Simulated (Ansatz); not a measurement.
System: CH$_{3}$S, charge 1, singlet. CH3S+ (SMILES [SH+]=C).
B3LYP-D3(BJ)/def2-TZVP minimum from Ansatz (a first-principles code):
```xyz
5

C     -1.0436     0.1489    -0.1497
S      0.5542    -0.0163     0.0308
H     -1.3960     0.9553    -0.7871
H     -1.7690    -0.4998     0.3300
H      0.5598    -1.0882     0.8628
```
Charge +1, spin multiplicity 1.

Total energies in cc-pV(T+d)Z, 12 correlated electrons, 6 frozen orbitals. Open shells are spin-unrestricted; no spin-orbit coupling. Correlated methods leave the cores frozen. No relativity.

```
method    program  energy (Eh)  minus CCSDT(Q) (mEh)
--------  -------  -----------  --------------------
HF         Ansatz   -436.86870                373.71
MP2        Ansatz   -437.19221                 50.20
CCSD       Ansatz   -437.22356                 18.86
CCSD(T)    Ansatz   -437.24047                  1.94
CCSDT(Q)   Ansatz   -437.24242                  0.00
```

Rough core times of Ansatz's runs on a shared machine: CCSD(T) under 20 s, CCSDT(Q) 7 min.
